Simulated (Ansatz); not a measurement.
Consider the formal exchange of groups at the Se–Sn bond: `C[O][Sn]([Cl])([Cl])[SeH]` + `O/C=C\Cl` → `O/C=C(/Cl)[SeH]` + `C[O][SnH]([Cl])[Cl]`.

Program: Ansatz. Geometries: PBE0-D4/def2-TZVP. ΔE: electronic, gas phase. CBS: MP2 limit from def2 TZ/QZ plus the TZ coupled-cluster correction, frozen cores. Double bonds are as drawn, so ΔE can hold a change between cis and trans. Elements past krypton have def2 core potentials. For Se, Sn outer-core shells are correlated without core-valence functions, which leaves a few kJ/mol of doubt a bond. Scalar relativity is left out up to krypton. One conformer a species, not always the lowest.

```csv
level,ΔE (kJ/mol)
CCSD/def2-TZVPP,139.8
CCSD(T)/def2-TZVPP,138.8
```

What does CCSD(T)/CBS give? (Best estimate.)

The calculation gave: +147.9 kJ/mol. The listed levels differ from it by -8.1, -9.1 kJ/mol.

Largest T1 diagnostic among the species: 0.013.

In def2-TZVPP, CCSD(T) changes the Hartree–Fock value by −13.3 kJ/mol (the triples alone add −1.0 kJ/mol) and MP2 by −11.2 kJ/mol.
